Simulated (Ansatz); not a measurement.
Cost and result for the atomization energy of `[OH][GaH][BH]BF` (9 atoms, 8 bonds).

```xyz
9

O     0.116    1.552    2.090
Ga    0.795    1.128    0.483
B     0.402   -0.772   -0.289
B    -0.886   -1.083   -1.281
F    -2.091   -1.446   -0.850
H    -0.420    0.867    2.495
H     1.628    2.303   -0.125
H     1.220   -1.616   -0.047
H    -0.766   -0.933   -2.475
```

Total charge 0; spin multiplicity 1. Correlated methods include outer-core shells of Ga, which these sets cover unevenly. Scalar relativity is left out up to krypton. The structure was optimised at the PBE0-D4/def2-TZVP level. It is one conformer, not always the lowest. Program: Ansatz. All runs use 4 threads of an Arm Neoverse V1 on a shared host. Times are those of one run each, without the atoms' runs, and a repeat can differ threefold. Electronic energies, without spin–orbit coupling; frozen cores. CCSD(T)/CBS adds CCSD(T) − MP2 in def2-TZVPP to the MP2 limit, and its time is that of the two runs behind it. T1 = 0.015. With those shells the extrapolation isn't a true limit. B3LYP takes the VWN-RPA correlation (the form of Gaussian; ORCA's B3LYP/G). HSE06 is the plane-wave form, built on full-range PBE exchange.

CCSD(T)/CBS is a level of theory with its own doubt, some kJ/mol a heavy atom from the limit and from the frozen cores, so smaller differences don't rank the functionals.

```tsv
level	functions	wall time
revPBE-D4/def2-TZVPP	228	2 s
PBE-D4/def2-TZVPP (with forces)	228	2.4 s
PBE0-D4/def2-TZVPP	228	2.9 s
HSE06-D4/def2-TZVPP	228	3.2 s
B3LYP-D4/def2-TZVPP (with forces)	228	4.2 s
r2SCAN-D4/def2-TZVPP (with forces)	228	4.4 s
PBE-QIDH/def2-TZVPP	228	5.5 s
CCSD(T)/def2-SVP	108	8.5 s
B97M-V/def2-TZVPP	228	10 s
ωB97M-V/def2-TZVPP (with forces)	228	12 s
MP2/def2-QZVPP	437	19 s
CCSD(T)/def2-TZVPP	228	2.8 min
CCSD(T)/CBS(def2)	–	3.1 min
```

(1) What atomization energy does each give, and how far from CCSD(T)/CBS? (An estimate is asked.)

Answers

(1) Computed: 
```json
{"level": "revPBE-D4/def2-TZVPP", "atomization (kJ/mol)": "3020.2", "difference from CCSD(T)/CBS": "-28.1", "per bond": "-3.5"}
{"level": "PBE-D4/def2-TZVPP (with forces)", "atomization (kJ/mol)": "3111.0", "difference from CCSD(T)/CBS": "62.7", "per bond": "7.8"}
{"level": "PBE0-D4/def2-TZVPP", "atomization (kJ/mol)": "3046.6", "difference from CCSD(T)/CBS": "-1.7", "per bond": "-0.2"}
{"level": "HSE06-D4/def2-TZVPP", "atomization (kJ/mol)": "3048.7", "difference from CCSD(T)/CBS": "0.4", "per bond": "0.1"}
{"level": "B3LYP-D4/def2-TZVPP (with forces)", "atomization (kJ/mol)": "3045.2", "difference from CCSD(T)/CBS": "-3.1", "per bond": "-0.4"}
{"level": "r2SCAN-D4/def2-TZVPP (with forces)", "atomization (kJ/mol)": "3088.1", "difference from CCSD(T)/CBS": "39.8", "per bond": "5.0"}
{"level": "PBE-QIDH/def2-TZVPP", "atomization (kJ/mol)": "3040.1", "difference from CCSD(T)/CBS": "-8.2", "per bond": "-1.0"}
{"level": "CCSD(T)/def2-SVP", "atomization (kJ/mol)": "2887.0", "difference from CCSD(T)/CBS": "-161.3", "per bond": "-20.2"}
{"level": "B97M-V/def2-TZVPP", "atomization (kJ/mol)": "3079.8", "difference from CCSD(T)/CBS": "31.5", "per bond": "3.9"}
{"level": "ωB97M-V/def2-TZVPP (with forces)", "atomization (kJ/mol)": "3055.0", "difference from CCSD(T)/CBS": "6.7", "per bond": "0.8"}
{"level": "MP2/def2-QZVPP", "atomization (kJ/mol)": "3106.3", "difference from CCSD(T)/CBS": "58.0", "per bond": "7.3"}
{"level": "CCSD(T)/def2-TZVPP", "atomization (kJ/mol)": "2982.0", "difference from CCSD(T)/CBS": "-66.3", "per bond": "-8.3"}
{"level": "CCSD(T)/CBS(def2)", "atomization (kJ/mol)": "3048.3", "difference from CCSD(T)/CBS": "0.0", "per bond": "0.0"}
```

In def2-TZVPP, CCSD(T) changes the Hartree–Fock value by +712.6 kJ/mol (the triples alone add +44.8 kJ/mol) and MP2 by +797.4 kJ/mol; breaking electron pairs costs correlation energy, which Hartree–Fock lacks. From BLYP to BHLYP (50 % exact exchange), in def2-TZVPP and without D4, the atomization energy moves by −78.6 kJ/mol: exact exchange takes away binding that semilocal exchange gives to molecules. The D4 term adds +24.9 kJ/mol with B3LYP and +13.1 kJ/mol with PBE0; it sums over pairs of atoms, weighted by their polarisabilities, and B3LYP, whose exchange is more repulsive, gets the larger term.
